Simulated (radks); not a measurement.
Species: Lu XLIV. Configuration: [Ar] 3d10. All-electron calculation, scalar-relativistic Kohn-Sham, PBE, spin-unpolarised, spherical densities, point nucleus. Program: a radial shooting solver on a logarithmic mesh with Libxc functionals.

Unscreened Slater integrals over Kohn-Sham orbitals (hartree).

F0(3d,3d): 4.8569
F2(3d,3d): 2.4857
F4(3d,3d): 1.6018
F0(3d,3p): 4.5333
F2(3d,3p): 2.1840
G1(3d,3p): 2.3800
G3(3d,3p): 1.5756
F0(3d,3s): 4.5117
G2(3d,3s): 1.8416
F0(3d,2p): 6.2048
F2(3d,2p): 1.8035
G1(3d,2p): 1.6555
G3(3d,2p): 0.95194
F0(3p,3p): 4.3432
F2(3p,3p): 2.1804
F0(3p,3s): 4.3197
G1(3p,3s): 2.8232
F0(3p,2p): 5.7810
F2(3p,2p): 1.4176
G0(3p,2p): 0.56425
G2(3p,2p): 0.61785
F0(3s,3s): 4.3056
F0(3s,2p): 5.6544
G1(3s,2p): 0.56103
F0(2p,2p): 12.536
F2(2p,2p): 5.9237
